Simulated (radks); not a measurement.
Results of a calculation; reference values are marked as such.
How relativity changes the ionisation of the arsenic ion As+ ([Ar] 3d10 4s2 4p2) to As2+ ([Ar] 3d10 4s2 4p1). Spin-unpolarised spherical Kohn-Sham, PBE, point nucleus unless stated (finite: rms radius 4.0968 fm), a radial shooting solver on a logarithmic mesh with Libxc functionals. A level marked "c x" has the speed of light scaled by that factor and shares open shells by 2j + 1; other Dirac levels either fill j = l - 1/2 first or share by 2j + 1.

level                               E(As+) (hartree)  E(As2+) (hartree)  IE (eV)   HOMO  <r> HOMO (bohr)
non-rel.                                 -2235.13218        -2234.47342   17.926     4p            2.320
scalar-rel.                              -2260.47031        -2259.81182   17.918     4p            2.313
scalar-rel., finite nucleus              -2260.45533        -2259.79684   17.918     4p            2.313
Dirac, 2j+1 shares                       -2260.59164        -2259.93301   17.922  4p3/2            2.326
Dirac, low j first                       -2260.60799        -2259.94283   18.100  4p1/2            2.292
Dirac, 2j+1 shares, finite nucleus       -2260.57665        -2259.91802   17.922  4p3/2            2.326
Dirac, c x 0.85                          -2270.77178        -2270.11317   17.922  4p3/2            2.328
Dirac, c x 1.25                          -2251.25703        -2250.59837   17.923  4p3/2            2.324
Dirac, c x 100                           -2235.13465        -2234.47589   17.926  4p3/2            2.320

NIST Atomic Spectra Database: 18.589 eV (measured). The relativistic part of the total energy of As+ is -25.44 hartree (Dirac, 2j+1 shares, finite nucleus), 1.1 % of the non-relativistic value. Spin polarisation and multiplet splitting of open shells are left out at every level.

Beside tabulated values, note that spin-unpolarised runs miss the spin-polarisation part of the exchange energy of open shells.
